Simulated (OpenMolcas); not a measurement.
Tc4+ (d3) among equal point charges was computed by CASSCF with the d shell active (OpenMolcas, ANO-RCC-VDZP on the metal). Its lowest spin-free states, and all those of the highest spin:

```csv
2S+1,Degeneracy,E (cm-1)
4,1,0.0
4,2,2259
4,1,3662
4,1,7544
4,2,9509
2,2,14717
2,1,15520
2,1,15991
2,1,16198
2,2,17212
2,1,17876
2,1,18670
4,1,19436
4,2,24561
```

Problem. Is the site octahedral, tetrahedral or cube-like, axial, or of lower symmetry?

Solution. The states with 2S+1 = 4 have orbital degeneracies 1, 2, 1, 1, 2, 1, 2. There are pairs but no triples, so the site is axial: not cubic, but with a proper or improper axis of order three or more. The run had Tc4+ among 5 point charges of -2 e arranged as a square pyramid (C4v), 2.07 Å from the ion, with the axial distance 1.925 Å.

Without dynamic correlation the repulsion within the d shell is too large (B by tens of per cent), so at a given field states of lower spin stand too high. Point charges carry no covalency, so the field is a model and not that of real ligands. An unlabelled pair can be two single states that coincide in this model. No measured value stands beside these numbers.
